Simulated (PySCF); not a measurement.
C8H10.
SMILES: `C#C[C@H]1[C@@H]2CC[C@H]1C2`

The closed-shell SCF was solved with PySCF and density fitting under several settings on one GFN2-xTB geometry (grid level 2 and gas phase unless stated).

| settings | basis functions | SCF cycles | E (Eh) | HOMO (eV) | LUMO (eV) | dipole (D) |
| --- | --- | --- | --- | --- | --- | --- |
| CAM-B3LYP/6-311G** | 204 | 14 | -310.6529 | -8.63 | 2.18 | 0.81 |
| PBE0/6-31G-J, IEF-PCM cyclohexane, level shift 0.2 Eh | 136 | 10 | -310.3629 | -7.25 | 1.74 | 0.91 |
| HF/pcSseg-1, IEF-PCM chloroform, fitting basis def2-qzvpp-jkfit | 186 | 11 | -308.6061 | -10.13 | 4.38 | 1.07 |

Problem. Estimate the rows for these settings: (1) PW91/pcSseg-1, fitting basis def2-universal-jkfit, start guess atom; (2) PBE0/6-31++G**, grid level 3, fitting basis def2-universal-jkfit.

Solution. 
| settings | basis functions | SCF cycles | E (Eh) | HOMO (eV) | LUMO (eV) | dipole (D) |
| --- | --- | --- | --- | --- | --- | --- |
| PW91/pcSseg-1, fitting basis def2-universal-jkfit, start guess atom | 186 | 12 | -310.5879 | -6.24 | 0.10 | 0.87 |
| PBE0/6-31++G**, grid level 3, fitting basis def2-universal-jkfit | 204 | 10 | -310.4062 | -7.31 | 0.02 | 0.94 |

Problem. Over all rows, what range does the HOMO–LUMO gap span?

Solution. From 6.34 eV (PW91/pcSseg-1, fitting basis def2-universal-jkfit, start guess atom) to 14.51 eV (HF/pcSseg-1, IEF-PCM chloroform, fitting basis def2-qzvpp-jkfit). The functional of the narrowest has no exact exchange, that of the widest 100 % exact exchange.

Problem. And the dipole moment?

Solution. From 0.81 D (CAM-B3LYP/6-311G**) to 1.07 D (HF/pcSseg-1, IEF-PCM chloroform, fitting basis def2-qzvpp-jkfit); the largest is 1.32 times the smallest, and the median is 0.91 D.

Whole jobs, the steps after the SCF included, on one thread of an Arm Neoverse V2, no GPU (shared host):

```json
{"settings": "CAM-B3LYP/6-311G**", "work after the SCF": "shieldings, ring-centre shieldings", "wall time": "35 s", "peak memory": "1.0 GiB"}
{"settings": "PBE0/6-31G-J, IEF-PCM cyclohexane, level shift 0.2 Eh", "work after the SCF": "shieldings, ring-centre shieldings", "wall time": "18 s", "peak memory": "0.92 GiB"}
{"settings": "HF/pcSseg-1, IEF-PCM chloroform, fitting basis def2-qzvpp-jkfit", "work after the SCF": "shieldings, ring-centre shieldings, charges and field gradients", "wall time": "11 s", "peak memory": "0.89 GiB"}
{"settings": "PW91/pcSseg-1, fitting basis def2-universal-jkfit, start guess atom", "work after the SCF": "shieldings, ring-centre shieldings", "wall time": "31 s", "peak memory": "0.66 GiB"}
{"settings": "PBE0/6-31++G**, grid level 3, fitting basis def2-universal-jkfit", "work after the SCF": "shieldings, ring-centre shieldings", "wall time": "35 s", "peak memory": "0.90 GiB"}
```

Cycle counts include a coarse-grid stage where the run had one. All basis functions are spherical, in the Pople sets too. Geometry: GFN2-xTB; no vibrations or thermal averaging.
